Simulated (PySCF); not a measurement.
C7H7Cl.
Geometry (GFN2-xTB, Å), atoms numbered from 1 in this order:
```xyz
15
C7H7Cl angstrom
Cl    -0.0821    2.4950    1.3272
C     -0.0223    0.9853    0.4229
C      1.2730    0.7094   -0.3253
C      1.2710   -0.5833   -0.6134
C     -0.0202   -1.1701   -0.0599
C     -1.1421   -0.5289   -0.8652
C     -1.1468    0.7640   -0.5775
C     -0.1355   -0.3229    1.2235
H      1.9851    1.4720   -0.5698
H      1.9958   -1.1491   -1.1660
H     -0.0549   -2.2506    0.0398
H     -1.7620   -1.0651   -1.5573
H     -1.7593    1.5561   -0.9599
H     -1.0899   -0.4321    1.7362
H      0.6858   -0.4718    1.9229
```

Method used: PBE0/pcSseg-1 in PySCF (dipole) on a GFN2-xTB geometry, gas phase.

Take the most abundant isotopes and a rigid rotor. 

(1) Give the principal moments of inertia and the rotational constants in GHz.

(2) What kind of rotor is it?

(3) What does the inertial defect say?

(4) Predict some low-J microwave lines.

(5) Estimate the classical rotational partition function at 10 K, 100 K and 200 K.

Results:

(1) Ia = 137.95, Ib = 326.95, Ic = 362.64 u·Å²; 505379 MHz·u·Å²/I gives 3663, 1546 and 1394 MHz, that is A = 3.6634, B = 1.5457, C = 1.3936 GHz.

(2) An asymmetric top: κ = (2 × 1546 − 3663 − 1394)/(3663 − 1394) = -0.87.

(3) Not planar: Δ = Ic − Ia − Ib = -102.27 u·Å². For a rigid frame Δ = −2 Σ m c², so Σ m c² = 51.13 u·Å² lies off the ab plane: 12.99 from hydrogen and 38.15 from heavier atoms. The atom farthest from that plane is 1.89 Å away.

(4) The dipole components are |μa| = 2.23 D, |μb| = 0.00 D, |μc| = 0.06 D; the mirror of this Cs structure is the ac plane, so μb vanishes by symmetry and there are no b-type lines. Intensities carry the squares of the components, which stand as 1.00 : 0.00 (a : c). Some lines, for components of 0.1 D or more:

| type | branch | J(Ka,Kc) | MHz | lower level (cm⁻¹) |
| --- | --- | --- | --- | --- |
| a | Q | 2(1,1) ← 2(1,2) | 456 | 0.360 |
| a | R | 1(0,1) ← 0(0,0) | 2939 | 0.000 |
| a | R | 2(1,2) ← 1(1,1) | 5727 | 0.169 |
| a | R | 2(0,2) ← 1(0,1) | 5871 | 0.098 |
| a | R | 2(1,1) ← 1(1,0) | 6031 | 0.174 |

(5) Point group Cs, symmetry number σ = 1; q = (√π/σ)·√((kT/h)³/(ABC)), k/h = 20836.6 MHz/K: 1900 at 10 K, 60000 at 100 K, 170000 at 200 K.

Whether it is a minimum is left open (no frequencies). These are rigid-rotor constants of the computed structure; measured ground-state constants (B0) also hold zero-point vibration. Quadrupole hyperfine structure (35Cl) is left out.
